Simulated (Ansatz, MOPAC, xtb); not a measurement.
**A ladder of methods for CH4InO (SMILES C[O][InH])**

The species is CH4InO (7 atoms), meant as a doublet with charge 0. SMILES: `C[O][InH]`. Geometry: relaxed at PBE0-D4/def2-TZVP. This is one conformer, not always the lowest.

```xyz
7

C    -0.6305    0.6256   -0.1769
O    -0.7521   -0.6362    0.4181
In    0.8365   -1.8269    0.6886
H    -1.2490    0.6828   -1.0822
H     0.3999    0.8833   -0.4712
H    -0.9753    1.4081    0.5116
H     2.3704   -1.1366    0.1120
```

Each level gives the dipole moment (D). The values are calculated.

| level | kind | program | value (D) |
| --- | --- | --- | --- |
| MNDO | semi-empirical | MOPAC | 1.52 |
| PM6 | semi-empirical | MOPAC | 3.11 |
| GFN2-xTB | semi-empirical | xtb | 1.37 |
| GFN0-xTB | semi-empirical | xtb | 2.73 |
| UHF/STO-3G | Hartree–Fock | Ansatz | 2.09 |
| UHF/3-21G | Hartree–Fock | Ansatz | 1.57 |
| UHF/def2-SVP (core potential) | Hartree–Fock | Ansatz | 1.80 |
| UPBE0/def2-SVP (core potential) | global hybrid | Ansatz | 1.41 |
| U-wB97X/STO-3G | range-separated hybrid | Ansatz | 0.98 |
| UMP2/STO-3G | perturbation theory | Ansatz | 1.28 |

All-electron rows without a relativistic Hamiltonian named are non-relativistic, while core potentials hold scalar relativity, so basis and relativity change together. The values span 0.98 to 3.11 D. In the correlated wave-function rows the outer d shell of In is correlated, in sets not made for it. Magnitudes only: a small dipole may point the other way at some levels. Sets without polarisation functions give poor dipoles.
